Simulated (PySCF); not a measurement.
## Electronic structure of As²⁺ (arsenic, charge +2) at the UHF level

Configuration: [Ar] 3d10 4s2 4p1, 2P determinant. Calculation: PySCF 2.14, in aug-cc-pVDZ-DK; scalar relativity by spin-free X2C-1e.

```json
{"Total energy": "-2257.910443 hartree", "One-electron energy": "-3120.2773 hartree", "Hartree (Coulomb) energy": "944.5426 hartree", "Exchange energy": "-82.1757 hartree", "⟨S²⟩": "0.7580", "⟨L²⟩": "2.024", "Sum of ⟨r⟩": "19.00 bohr", "Sum of ⟨r²⟩": "22.59 bohr²", "Traceless quadrupole moment −½Σ⟨3z² − r²⟩ along its main axis": "-2.21 e·bohr²", "Langevin diamagnetic susceptibility": "-17.9 ×10⁻⁶ cm³/mol", "Time after the integrals": "0.17 s of wall time on 1 thread of Neoverse-N1 (shared host)"}
```

| shell | electrons | mean orbital energy (eV) | spread (eV) | rms radius, mean of both spins (bohr) |
| --- | --- | --- | --- | --- |
| 1s α | 1 | -11966.1 | 0 | 0.0524 |
| 1s β | 1 | -11966.0 | 0 | 0.0524 |
| 2s α | 1 | -1594.4 | 0 | 0.219 |
| 2s β | 1 | -1594.3 | 0 | 0.219 |
| 2p α | 3 | -1396.1 | 0.074 | 0.196 |
| 2p β | 3 | -1396.0 | 0.191 | 0.196 |
| 3s α | 1 | -247.20 | 0 | 0.639 |
| 3s β | 1 | -247.00 | 0 | 0.639 |
| 3p α | 3 | -183.46 | 0.033 | 0.667 |
| 3p β | 3 | -183.19 | 0.649 | 0.667 |
| 3d α | 5 | -78.088 | 0.385 | 0.747 |
| 3d β | 5 | -77.933 | 0.664 | 0.747 |
| 4s α | 1 | -39.003 | 0 | 1.97 |
| 4s β | 1 | -36.236 | 0 | 1.97 |
| 4p α | 1 | -27.781 | 0 | 2.33 |

Densities and radii are taken from the X2C orbitals without a picture-change correction, which distorts them close to the nucleus.
